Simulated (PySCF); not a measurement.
Electronic absorption of C5H13BN2Si2

Species: C₅H₁₃BN₂Si₂.
Numbering: `[SiH3:1][N:2]([SiH3:3])[BH2-:4][n+:5]1[cH:6][cH:7][cH:8][cH:9][cH:10]1` (hydrogens: H11, H12, H13 on Si1; H14, H15, H16 on Si3; H17, H18 on B4; H19 on C6; H20 on C7; H21 on C8; H22 on C9; H23 on C10)

The calculation used TDDFT wB97X-D/def2-SVPD, vertical, gas phase, core orbitals frozen in the response in PySCF 2.14.0, density-fitted response routines. Geometry: PBE0-D3(BJ)/def2-SVP, one conformer, isolated molecule. Torsions of this conformer, `[SiH3:1][N:2]([SiH3:3])[BH2-:4][n+:5]1[cH:6][cH:7][cH:8][cH:9][cH:10]1`: Si1–N2–B4–N5 97°, N2–B4–N5–C6 4°.

| state | E (eV) | E (kJ/mol) | λ (nm) | f | main configurations (H = HOMO, L = LUMO) |
| --- | --- | --- | --- | --- | --- |
| S1 | 4.53 | 437 | 273.9 | 0.0008 | H→L (94%) |
| S2 | 5.11 | 493 | 242.6 | 0.109 | H-1→L (95%) |
| S3 | 5.30 | 511 | 234.0 | 0.0018 | H→L+1 (87%) |
| S4 | 5.35 | 516 | 231.7 | 0.020 | H-2→L (43%), H-1→L+1 (36%), H→L+1 (8%) |
| S5 | 6.12 | 590 | 202.8 | 0.098 | H-1→L+1 (58%), H-2→L (34%) |
| S6 | 6.41 | 619 | 193.3 | 0.0026 | H→L+4 (29%), H→L+5 (27%), H→L+2 (19%) |
| S7 | 6.63 | 640 | 187.0 | 0.077 | H-2→L+1 (62%), H-7→L (28%) |
| S8 | 6.72 | 648 | 184.6 | 0.0066 | H-6→L (54%), H-9→L (24%), H-8→L (11%) |
| S9 | 6.91 | 667 | 179.5 | 0.0025 | H-3→L (73%), H-9→L (18%) |
| S10 | 7.00 | 675 | 177.2 | 0.050 | H→L+3 (40%), H→L+5 (14%), H→L+6 (13%) |

Triplets, Tamm–Dancoff:

| state | E (eV) | λ (nm) | main configurations (H = HOMO, L = LUMO) |
| --- | --- | --- | --- |
| T1 | 4.09 | 303.1 | H-1→L (52%), H-7→L (19%), H-2→L+1 (16%) |
| T2 | 4.44 | 279.3 | H→L (85%) |
| T3 | 4.48 | 276.7 | H-2→L (78%) |
| T4 | 4.77 | 260.0 | H-2→L+1 (65%), H-1→L (19%) |

The lowest singlet lies at 4.53 eV (274 nm, ultraviolet) and is very weak; its leading configuration is HOMO→LUMO (94%). The strongest level in the table is S2 at 5.11 eV (243 nm, f = 0.109). Löwdin shares by element: HOMO nitrogen 50% or more, silicon 18%, hydrogen 5% or more (atoms not listed hold the other 27%); LUMO carbon 48% or more, nitrogen 21% or more (atoms not listed hold the other 31%). Orbital energies (eV): HOMO-3 -10.66, HOMO-2 -10.49, HOMO-1 -9.32, HOMO -8.52, LUMO -0.41, LUMO+1 0.28, LUMO+2 1.81. Of the 10 states listed, 5 reach f = 0.01 and none stays under 0.0005. Weighted by f, the mean energy of these states is 6.01 eV. No computed singlet lies in the visible range (380 to 750 nm); the lowest, at 274 nm, stands 1.26 eV above its violet end (3.26 eV). The vertical ionisation energy (ΔSCF) is 8.39 eV, 1.39 eV above S10. The window holds the lowest 10 singlets.
